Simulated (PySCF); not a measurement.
C4H8SSe.
Cartesian coordinates in Å at the PBE0-D3(BJ)/def2-SVP level; atoms count from 1:
```xyz
14
C4H8SSe angstrom
C     -0.512    1.643   -0.429
C      0.137    0.481   -0.596
S     -0.547   -1.133   -0.545
C     -2.195   -0.842    0.121
Se     1.999    0.462   -1.041
C      2.654   -0.497    0.522
H     -1.593    1.692   -0.274
H      0.040    2.584   -0.456
H     -2.143   -0.306    1.081
H     -2.823   -0.282   -0.587
H     -2.642   -1.833    0.284
H      2.533    0.115    1.424
H      2.119   -1.449    0.629
H      3.720   -0.691    0.344
```

Linear response at CAM-B3LYP/def2-SVPD (PySCF, frozen core in the response, non-relativistic). The CAM-B3LYP/def2-SVPD calculation is non-relativistic and has no spin–orbit coupling, an omission that weighs most on selenium.

Static isotropic polarisability: 100.23 au (14.85 Å³), principal values 77.9, 102.9, 119.9 au.

(1) What is the polarisability at 1064 nm and at the sodium D line?

(2) What is the isotropic C6 coefficient between two such molecules, C6 = (3/π)∫α(iω)² dω?

(3) Which effective excitation energy ω̄ makes London's formula C6 = (3/4)α²ω̄ exact here?

(4) The lowest 6 singlets have (eV, f): 4.68, 0.009; 5.41, 0.028; 5.49, 0.083; 5.61, 0.062; 5.82, 0.031; 6.02, 0.026. What share of the static polarisability do they carry in the sum over states α = Σ f/ω²?

(5) What molar refraction at the D line follows from R = (4π/3)·N_A·α′, with α′ the polarisability volume?

(6) What n − 1 at the D line would an ideal gas of it have at 273.15 K and 1 atm (2.6868 × 10¹⁹ cm⁻³), by n − 1 = 2π·N·α′?

(7) How anisotropic is the static polarisability, by Δα² = ½[(α1 − α2)² + (α2 − α3)² + (α3 − α1)²]?

(8) How many electrons N does the Slater–Kirkwood formula C6 = (3/4)·√N·α^(3/2) need to give this C6?

Answers

(1) 101.41 au at 1064 nm (+1.2 %), 104.29 au at 589.3 nm (+4.1 %). The rise at 589.3 nm is 3.44 times that at 1064 nm; a pure ω² law gives 3.26. The lowest singlet lies at 265 nm, shorter than both wavelengths.

(2) 3595 au (Eh·bohr⁶) by a ten-point quadrature over imaginary frequencies, which is 2150 eV·Å⁶ or 207 J·nm⁶/mol.

(3) ω̄ = 4·C6/(3α²) = 0.477 Eh = 13.0 eV. A one-pole form α(ω) = α/(1 − ω²/ω̄²) fitted to the 1064 nm value gives 10.8 eV.

(4) 5.74 au, 5.7 % of α; the largest term, 2.04 au, is that of the state at 5.49 eV. Their oscillator strengths add up to 0.24. Higher states carry the rest.

(5) α′ = 15.45 Å³ gives R = 38.98 cm³/mol, for isolated, non-vibrating species.

(6) 26.09 × 10⁻⁴, a formal value whether or not that pressure can be reached.

(7) Δα = 36.5 au, or 0.36 of the isotropic value.

(8) N = (4·C6/3)²/α³ = 22.8; the species has 82 electrons in all.

One conformer stands for the species.
